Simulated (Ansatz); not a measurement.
```xyz
6

C     0.0031   -0.0087   -1.1786
C     0.0016   -0.0069    0.2712
N     0.0021   -0.0079    1.4294
H    -0.0037   -1.0334   -1.5647
H    -0.8892    0.5132   -1.5645
H     0.8992    0.5237   -1.5547
```

Basis set: STO-3G (spherical functions). Correlated methods keep 3 orbitals frozen. Charge 0, multiplicity 1.

Computed with Ansatz (development build ahead of 0.2.0); each method stands on the lowest determinant of its kind that the runs found. Restricted open shells among the atoms or ions are ROHF, correlated in semicanonical orbitals with singles.

(1) Give the atomization energy at this shape (free ground-state atoms in the same class of orbitals less the molecule, no zero-point energy) of singlet C2H3N by RHF-MP2, RHF.

## Answers

(1)

```
 method  atomization energy
RHF-MP2            25.50 eV
    RHF            20.53 eV
```

This basis has no polarisation functions and is too small for such energies, which can lie far from measured ones in either direction.
